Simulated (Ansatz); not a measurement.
`[SiH3]S[SiH2]S[SiH3]` + HCl → `[SiH3]S[SiH2]Cl` + `[SiH3]S`  (ligand exchange at the Si–S bond)

Calculated with Ansatz (gas phase, PBE0-D4/def2-TZVP geometries, no zero-point term in ΔE). CCSD(T)/CBS is the MP2 limit (def2-TZVPP, def2-QZVPP) plus CCSD(T) − MP2 in def2-TZVPP, frozen cores. This one scheme is used for every species. Functionals use def2-TZVPP. B3LYP here is the variant with VWN-RPA as its local correlation; programs differ in this. Each species was taken in one conformer, which may not be the lowest.

`[SiH3]S[SiH2]S[SiH3]`:

Cartesian coordinates in Å:
```
Si 0.647 -1.237 1.779
S 1.757 0.103 0.524
Si 0.262 1.609 0.326
S -1.608 0.832 -0.339
Si -0.883 -0.205 -2.072
H -0.142 -0.465 2.771
H 1.659 -2.076 2.467
H -0.255 -2.098 0.979
H 0.820 2.581 -0.642
H -0.030 2.256 1.627
H -2.051 -0.353 -2.973
H -0.355 -1.543 -1.714
H 0.179 0.595 -2.733
```

HCl:

Cartesian coordinates in Å:
```
Cl 0.507 -0.087 0.380
H -0.507 0.087 -0.380
```

`[SiH3]S[SiH2]Cl`:

```xyz
9

Si    0.445    1.342    0.784
S    -1.281    0.065    0.763
Si   -0.643   -1.271   -0.751
Cl    1.119   -2.209   -0.258
H     0.975    1.481   -0.596
H    -0.018    2.653    1.297
H     1.497    0.794    1.671
H    -0.395   -0.560   -2.024
H    -1.700   -2.296   -0.886
```

`[SiH3]S`:

```xyz
6

Si    0.086    0.303    0.423
S    -1.027   -0.547   -1.191
H     0.554   -0.738    1.373
H    -0.864    1.216    1.101
H     1.262    1.067   -0.066
H    -0.011   -1.301   -1.642
```

CCSD(T)/CBS gives -5.3 kcal/mol.

(1) Another level gave -4.8 kcal/mol. Which?
A. B2PLYP/def2-TZVPP
B. B3LYP/def2-TZVPP
C. MP2/def2-TZVPP
D. r2SCAN-D4/def2-TZVPP

Largest T1 diagnostic among the species: 0.012.

Results:

(1) C. MP2/def2-TZVPP -4.8, r2SCAN-D4 -5.9, B3LYP -9.6, B2PLYP -7.9 kcal/mol.

The D4 term adds +4.2 kcal/mol with B3LYP and +2.4 kcal/mol with PBE0; it sums over pairs of atoms, weighted by their polarisabilities, and B3LYP, whose exchange is more repulsive, gets the larger term. In def2-TZVPP, CCSD(T) changes the Hartree–Fock value by +5.9 kcal/mol (the triples alone add +1.0 kcal/mol) and MP2 by +6.6 kcal/mol.
